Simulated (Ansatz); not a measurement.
`[BH2][Al]1[CH2][CH]1C` at its PBE0-D4/def2-TZVP geometry, where that method's forces vanish. Total charge 0; spin multiplicity 1.

```csv
atom,x (Å),y (Å),z (Å)
B1,0.893,2.506,1.555
Al2,0.530,0.651,0.746
C3,0.956,-1.109,0.012
C4,-0.537,-0.827,0.006
C5,-1.238,-0.745,-1.328
H6,0.927,2.675,2.740
H7,1.064,3.468,0.863
H8,1.316,-1.891,0.677
H9,1.439,-1.147,-0.963
H10,-1.091,-1.398,0.751
H11,-1.316,-1.737,-1.794
H12,-2.246,-0.338,-1.230
H13,-0.698,-0.108,-2.036
```

Question: For each bond, give half the difference of the two atoms' forces along it (eV/Å; positive pushes the atoms apart) under PBE-D4, r2SCAN-D4, B3LYP-D4, ωB97M-V in def2-TZVPP. (Estimate.)

Answer: Computed: 
| bond | length (Å) | PBE-D4 | r2SCAN-D4 | B3LYP-D4 | ωB97M-V |
| --- | --- | --- | --- | --- | --- |
| B1–Al2 | 2.056 | -0.44 | -0.20 | -0.04 | 0.32 |
| B1–H6 | 1.197 | 0.12 | 0.00 | -0.09 | -0.15 |
| B1–H7 | 1.197 | 0.12 | 0.00 | -0.09 | -0.14 |
| Al2–C3 | 1.954 | 0.38 | 0.22 | 0.16 | -0.20 |
| Al2–C4 | 1.968 | 0.44 | 0.22 | 0.09 | -0.34 |
| C3–C4 | 1.520 | -0.10 | 0.00 | 0.18 | 0.36 |
| C3–H8 | 1.088 | 0.09 | -0.04 | -0.10 | -0.11 |
| C3–H9 | 1.089 | 0.10 | -0.03 | -0.10 | -0.10 |
| C4–C5 | 1.508 | -0.05 | 0.07 | 0.16 | 0.23 |
| C4–H10 | 1.090 | 0.10 | -0.05 | -0.14 | -0.14 |
| C5–H11 | 1.098 | 0.15 | 0.00 | -0.06 | -0.14 |
| C5–H12 | 1.092 | 0.08 | -0.05 | -0.07 | -0.06 |
| C5–H13 | 1.095 | 0.10 | -0.04 | -0.05 | -0.05 |

B3LYP here is the variant with VWN-RPA as its local correlation; programs differ in this.
